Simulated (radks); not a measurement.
C3+, configuration 2s1 2p2 (not the ground configuration). Method: Dirac Kohn-Sham, LDA (Slater exchange, Perdew-Wang correlation), spin-unpolarised, spherical densities, finite nucleus; open shells fill j = l - 1/2 first; Fermi nuclear charge, rms radius 2.4702 fm; computed with a radial shooting solver on a logarithmic mesh with Libxc functionals. Some entries of the table are withheld. Estimate them.

orbital,occ.,eigenvalue (eV),<r^2> (bohr^2)
2s1/2,1,(1),(2)
2p1/2,2,(3),(4)
2p3/2,0,(5),(6)

Answer. 
(1) 2s1/2 eigenvalue (eV): -68.3904
(2) 2s1/2 <r^2> (bohr^2): 1.454
(3) 2p1/2 eigenvalue (eV): -63.6232
(4) 2p1/2 <r^2> (bohr^2): 1.114
(5) 2p3/2 eigenvalue (eV): -63.5801
(6) 2p3/2 <r^2> (bohr^2): 1.115
